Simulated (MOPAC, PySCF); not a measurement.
C8H7ClSSi, SMILES `[SiH3]c1cc2ccc(Cl)cc2s1`, neutral singlet in the gas phase. 

Z-matrix (Å, degrees):
```
C
C 1 1.4067
C 2 1.3829 1 120.00
H 3 1.0907 2 121.00 1 180.00
H 2 1.0924 3 120.04 4 0.00
C 3 1.4073 4 119.05 2 -180.00
C 6 1.3869 3 121.89 4 -180.00
H 7 1.0906 6 120.45 3 180.00
C 7 1.3980 8 121.98 6 -180.00
C 1 1.4336 2 129.75 5 0.00
C 10 1.3695 1 113.71 2 -180.00
H 10 1.0917 11 123.09 1 -180.00
Cl 6 1.7322 7 119.28 8 0.00
S 9 1.7351 7 127.05 8 0.00
Si 11 1.8702 10 126.46 12 0.00
H 15 1.4919 11 107.33 10 0.00
H 15 1.4934 16 109.89 11 -120.56
H 15 1.4934 16 109.89 17 -118.89
```
Charge 0, multiplicity 1.

All levels are single points at this geometry (PBE0-D3(BJ)/def2-SVP); Pople sets use spherical d functions. Orbital energies aren't observables, and empty levels follow the basis.

M06-2X/6-31G* in PySCF gives gap (eV) = 7.02.

Question: Estimate the gap (eV) from each of these levels: PBE0-D3(BJ)/def2-TZVP in PySCF; B3LYP/6-311+G** in PySCF; B3LYP/6-31G* in PySCF; B3LYP/LANL2DZ in PySCF; AM1 in MOPAC.

Answer: 
```
level                           gap (eV)
------------------------------  --------
PBE0-D3(BJ)/def2-TZVP in PySCF      5.14
B3LYP/6-311+G** in PySCF            4.82
B3LYP/6-31G* in PySCF               4.89
B3LYP/LANL2DZ in PySCF              4.99
AM1 in MOPAC                        8.06
```
